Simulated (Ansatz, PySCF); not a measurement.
Sn(Br)(OH)3 (BrH3O3Sn), SMILES [OH][Sn]([OH])([OH])[Br]. Atoms are numbered in the order given.

```xyz
8

O      0.1760    -1.9106    -1.4157
Sn    -0.5926    -0.4851    -0.2977
O     -1.6022    -1.3265     1.1668
O     -1.8522     0.5517    -1.3980
Br     1.2077     0.9907     0.6061
H      0.7728    -1.5441    -2.0855
H     -1.0071    -1.7677     1.7916
H     -2.1764     1.3284    -0.9175
```
Charge 0, spin multiplicity 1.

Geometry: r2SCAN-D4/def2-SVP. The structure was generated by enumeration; whether it is a known compound was not checked. The def2 effective core potentials stand for the cores of Sn; spin–orbit coupling is left out. The values are those of a single conformer.

Two levels are set side by side: PBE-D3(BJ)/def2-SVP (Ansatz, a quantum-chemistry and plane-wave program) and r2SCAN-D4/def2-SVP (Ansatz). Each level has its own optimised geometry; the coordinates shown are those of the second. Frequencies come from the Hessian of PySCF at each geometry. Differences are taken from unrounded values.

```tsv
quantity	r2SCAN-D4
mean bond length (Å)	1.615
bond O1–Sn2 (Å)	1.968
bond Sn2–O3 (Å)	1.968
bond Sn2–O4 (Å)	1.968
bond Sn2–Br5 (Å)	2.497
bond O1–H6 (Å)	0.969
bond O3–H7 (Å)	0.969
bond O4–H8 (Å)	0.969
highest harmonic wavenumber (cm⁻¹)	3822
mean harmonic wavenumber (cm⁻¹)	958
zero-point energy (kcal/mol)	24.65
```

What does PBE-D3(BJ) give, and how far is it from r2SCAN-D4? (The exact figures need the calculation; the answer reports its results.)


```tsv
quantity	PBE-D3(BJ)	PBE-D3(BJ) minus r2SCAN-D4
mean bond length (Å)	1.632	0.017
bond O1–Sn2 (Å)	1.991	0.023
bond Sn2–O3 (Å)	1.991	0.023
bond Sn2–O4 (Å)	1.991	0.023
bond Sn2–Br5 (Å)	2.519	0.021
bond O1–H6 (Å)	0.979	0.009
bond O3–H7 (Å)	0.979	0.009
bond O4–H8 (Å)	0.979	0.009
highest harmonic wavenumber (cm⁻¹)	3696	-126
mean harmonic wavenumber (cm⁻¹)	937	-21
zero-point energy (kcal/mol)	24.10	-0.55
```
